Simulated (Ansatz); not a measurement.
Molecule: sum formula SiNH$_{2}$Cl$_{2}$, net charge 0, doublet state. It need not be the lowest isomer of its formula. SMILES: N[Si](Cl)Cl
Coordinates optimised at B3LYP-D3(BJ)/def2-TZVP (Ansatz, a quantum-chemistry and plane-wave program):
```xyz
6

Si     0.1932    -0.3752    -0.4156
Cl    -0.5700    -1.0797     1.3825
Cl    -0.6406     1.4536    -0.9373
N      1.8643    -0.1084    -0.1752
H      2.4300    -0.7919     0.3052
H      2.3954     0.4467    -0.8290
```
Charge 0, spin multiplicity 2.

Property: atomisation energy (electronic, to ground-state atoms), in kJ/mol. Correlated levels leave the core frozen unless marked. UHF or UKS for open shells. No spin-orbit coupling. No relativistic terms. The coupled-cluster limit lacks core correlation, which all-electron functionals hold. CBS(X,Y): correlation extrapolated as X^-3; Hartree-Fock from the larger set. The bracket is a focal-point correction in the basis named.

| level | program | atomisation energy (kJ/mol) |
|---|---|---|
| SVWN5/def2-TZVPD | Ansatz | 2223.2 |
| revPBE-D3(BJ)/def2-TZVPD | Ansatz + dftd3 | ___ |
| BHLYP-D4/def2-TZVPD | Ansatz + dftd4 | 1849.2 |
| r2SCANh-D4/def2-TZVPD | Ansatz + dftd4 | 1922.4 |
| LC-wPBE/def2-TZVPD | Ansatz | ___ |
| SCS-MP2/cc-pV(T+d)Z | Ansatz | 1870.6 |
| CCSD/cc-pV(T+d)Z | Ansatz | ___ |
| RI-MP2/CBS(cc-pV(T+d)Z,cc-pV(Q+d)Z)+[CCSD(T)-MP2]/cc-pV(T+d)Z | Ansatz | ___ |

Question: Fill in the missing entries.

Answer: 
- revPBE-D3(BJ)/def2-TZVPD, atomisation energy (kJ/mol): 1914.0
- LC-wPBE/def2-TZVPD, atomisation energy (kJ/mol): 1901.9
- CCSD/cc-pV(T+d)Z, atomisation energy (kJ/mol): 1794.0
- RI-MP2/CBS(cc-pV(T+d)Z,cc-pV(Q+d)Z)+[CCSD(T)-MP2]/cc-pV(T+d)Z, atomisation energy (kJ/mol): 1918.8
